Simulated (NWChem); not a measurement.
System: C3H7FOSi; SMILES C(=C)[Si@H](F)OC

Parts of the log:

```
             Northwest Computational Chemistry Package (NWChem) 7.3.0
             --------------------------------------------------------

                             Geometry "geometry" -> ""
                             -------------------------

 Output coordinates in angstroms (scale by  1.889725989 to convert to a.u.)

  No.       Tag          Charge          X              Y              Z
 ---- ---------------- ---------- -------------- -------------- --------------
    1 C                    6.0000     0.58205600    -2.66372900     0.26559000
    2 C                    6.0000     0.49135900    -1.61670700    -0.56487400
    3 Si                  14.0000    -0.31564300    -0.04440500    -0.01955800
    4 F                    9.0000    -1.70783200     0.18861100    -0.81326500
    5 O                    8.0000     0.70774400     1.20469900    -0.34357300
    6 C                    6.0000     0.49724200     2.53830400     0.10504200
    7 H                    1.0000     0.19149800    -2.62683300     1.28189500
    8 H                    1.0000     1.04986200    -3.60370600    -0.02287800
    9 H                    1.0000     0.90071500    -1.70699800    -1.57162200
   10 H                    1.0000    -0.65576300    -0.09524900     1.42691900
   11 H                    1.0000     0.15554800     2.56540200     1.14908200
   12 H                    1.0000     1.44829500     3.07402800     0.03564700
   13 H                    1.0000    -0.24271700     3.04971500    -0.52242400

 Effective nuclear repulsion energy (a.u.)     303.2848386561

  pbe96 is a nonlocal functional; adding pw91lda local functional.

                                 NWChem DFT Module
                                 -----------------

 Summary of "ao basis" -> "ao basis" (spherical)
 ------------------------------------------------------------------------------
       Tag                 Description            Shells   Functions and Types
 ---------------- ------------------------------  ------  ---------------------
 C                          def2-svp                 6       14   3s2p1d
 Si                         def2-svp                 8       18   4s3p1d
 F                          def2-svp                 6       14   3s2p1d
 O                          def2-svp                 6       14   3s2p1d
 H                          def2-svp                 3        5   2s1p

 in cosmo_initialize ...
 calling solv_data for solv:toluene

[...]

                                COSMO-SMD solvation results
                                ---------------------------

             internal energy in gas <Psi(g)|H|Psi(g)> =      -582.351783649483
         internal energy in solvent <Psi(s)|H|Psi(s)> =      -582.351575455532
                               delta internal energy  =         0.000208193951 (    0.13 kcal/mol)
   total free energy in solvent <Psi(s)|H+V/2|Psi(s)> =      -582.355092295458
 polarization energy contribution <Psi(s)|V/2|Psi(s)> =        -0.003516839926 (   -2.21 kcal/mol)
    total free energy in solvent including G(SMD-CDS) =      -582.355176678390
                       G(SMD-CDS) energy contribution =        -0.000084382932 (   -0.05 kcal/mol)
     1 M fixed-concentration free energy of solvation =        -0.003393028907 (   -2.13 kcal/mol)

                       DFT Final Molecular Orbital Analysis
                       ------------------------------------

 Vector   26  Occ=2.000000D+00  E=-2.668014D-01
              MO Center=  4.2D-01, -1.5D-01, -1.6D-01, r^2= 5.0D+00
   Bfn.  Coefficient  Atom+Function         Bfn.  Coefficient  Atom+Function
  ----- ------------  ---------------      ----- ------------  ---------------
    64      0.350444   5 O  px               18      0.281239   2 C  px
    67      0.246012   5 O  px                4      0.187554   1 C  px
    21      0.171312   2 C  px              114     -0.157907  12 H  s
    78     -0.156640   6 C  px               50     -0.150424   4 F  px
     7      0.131706   1 C  px              104      0.125387  10 H  s

 Vector   27  Occ=2.000000D+00  E=-2.607070D-01
              MO Center=  4.3D-01, -4.3D-01, -2.3D-02, r^2= 4.7D+00
   Bfn.  Coefficient  Atom+Function         Bfn.  Coefficient  Atom+Function
  ----- ------------  ---------------      ----- ------------  ---------------
    66      0.266188   5 O  pz                4      0.251646   1 C  px
    64     -0.212721   5 O  px               18      0.201656   2 C  px
    69      0.192086   5 O  pz               19      0.173291   2 C  py
   104     -0.168685  10 H  s                 7      0.163717   1 C  px
   105     -0.156006  10 H  s                67     -0.154537   5 O  px

 Vector   28  Occ=2.000000D+00  E=-2.468099D-01
              MO Center=  4.5D-01,  9.0D-01, -1.8D-01, r^2= 3.6D+00
   Bfn.  Coefficient  Atom+Function         Bfn.  Coefficient  Atom+Function
  ----- ------------  ---------------      ----- ------------  ---------------
    66      0.435401   5 O  pz               69      0.320914   5 O  pz
    64      0.233330   5 O  px              119      0.207438  13 H  s
    67      0.173243   5 O  px                4     -0.155483   1 C  px
    18     -0.146668   2 C  px               80     -0.146697   6 C  pz
   109     -0.146598  11 H  s               120      0.140198  13 H  s

 Vector   29  Occ=0.000000D+00  E=-5.682959D-02
              MO Center=  4.4D-01, -1.9D+00, -8.5D-02, r^2= 2.7D+00
   Bfn.  Coefficient  Atom+Function         Bfn.  Coefficient  Atom+Function
  ----- ------------  ---------------      ----- ------------  ---------------
     7      0.489948   1 C  px               21     -0.423193   2 C  px
     4      0.400744   1 C  px               18     -0.323485   2 C  px
    39     -0.203051   3 Si px                8      0.194781   1 C  py
     9      0.177334   1 C  pz               23     -0.160894   2 C  pz
    22     -0.156252   2 C  py                5      0.154627   1 C  py

[...]
```

Level: PBE/def2-SVP, SMD on the gas-phase geometry. Coordinates come from a B3LYP/6-31G* (spherical d) optimisation. Solvent: toluene.

**Question.** Which NWChem input produces such a log?

**Answer.** One answer among several that fit: the input that was run:
```
start job
memory heap 200 mb stack 900 mb global 1100 mb
geometry units angstroms noautosym nocenter noautoz
  C      0.582056    -2.663729     0.265590
  C      0.491359    -1.616707    -0.564874
  Si    -0.315643    -0.044405    -0.019558
  F     -1.707832     0.188611    -0.813265
  O      0.707744     1.204699    -0.343573
  C      0.497242     2.538304     0.105042
  H      0.191498    -2.626833     1.281895
  H      1.049862    -3.603706    -0.022878
  H      0.900715    -1.706998    -1.571622
  H     -0.655763    -0.095249     1.426919
  H      0.155548     2.565402     1.149082
  H      1.448295     3.074028     0.035647
  H     -0.242717     3.049715    -0.522424
end
basis spherical
  * library def2-svp
end
dft
  xc xpbe96 cpbe96
  iterations 150
end
cosmo
  do_cosmo_smd true
  solvent toluene
end
task dft energy
```
